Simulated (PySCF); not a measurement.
These 3 structures share the formula C5H3NO. Computed with PySCF 2.14.0, PBE0-D3(BJ)/def2-SVP geometry optimisation, gas phase. Energies are electronic, without zero-point or thermal terms, for one conformer each. No frequencies were run at this level. Point groups hold within 0.08 Å.

Question: Order them by energy at this level, lowest first, and give relative energies in kcal/mol.
A. `N#Cc1ccoc1`
B. `N#Cc1ccco1`
C. `[C-]#[N+]c1ccco1`

Answer: A (0.0), B (1.3), C (21.5).

Neighbours under 2.5 kcal/mol apart (N#Cc1ccoc1 and N#Cc1ccco1) can change places with a better method, another conformer or zero-point energy.

```csv
SMILES,E (Eh),E rel (kcal/mol),dipole (D),point group,"A, B, C (MHz)"
N#Cc1ccoc1,-321.66893,0.0,3.92,Cs,"9372, 1942, 1609"
N#Cc1ccco1,-321.66688,1.3,4.60,Cs,"9278, 2033, 1668"
[C-]#[N+]c1ccco1,-321.63460,21.5,4.02,Cs,"9278, 2187, 1770"
```
